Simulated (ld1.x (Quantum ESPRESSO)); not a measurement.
## Ag: excitation energies, all-electron against TM

* Element: Ag
* Generator: ld1.x (Quantum ESPRESSO) 7.5
* Type: norm-conserving Troullier–Martins (Kleinman–Bylander form)
* Functional: LDA (PZ)
* Relativity: fully relativistic
* Frozen core: [Kr]
* Valence charge: 11
* Reference configuration: 4d10 5s0.5 5p0.5
* Partial waves: 5s (bound): rc 1.98 bohr; 5p (bound): rc 4.14 bohr; 4d (bound): rc 1.46 bohr
* Local potential: all-electron potential smoothed inside 2.30 bohr (lloc = -1)
* Core correction: none

Open shells are filled in proportion to 2j + 1 (rel_dist='average').

Energies are relative to the spin-unpolarised reference configuration 4d10 5s0.5 5p0.5; without spin polarisation the order of configurations can differ from experiment.

(1) Give the all-electron excitation energy and the error of the potential for: 4d10 5s1 5p0; 4d10 5s0 5p0; 4d9 5s0 5p0; 4d9 5s1 5p0; 4d9 5s2 5p0; 4d10 5s0.5 5p0; 4d7 5s0 5p0.

Levels in the configuration 4d9 5s0 5p0:

| level | all-electron (eV) | pseudo (eV) |
| --- | --- | --- |
| 4d j=3/2 | -29.518 | -29.621 |
| 4d j=5/2 | -28.895 | -28.996 |

Results:

(1)

```
valence configuration  charge  ΔE all-electron (eV)  error AE − PS (meV)
         4d10 5s1 5p0       0                -1.964                 +1.1
         4d10 5s0 5p0      +1                 6.140                 -4.1
          4d9 5s0 5p0      +2                28.524                  -35
          4d9 5s1 5p0      +1                11.417                  -30
          4d9 5s2 5p0       0                 1.998                  -62
       4d10 5s0.5 5p0    +0.5                 1.222                 -0.7
          4d7 5s0 5p0      +4               116.878                 -752
```
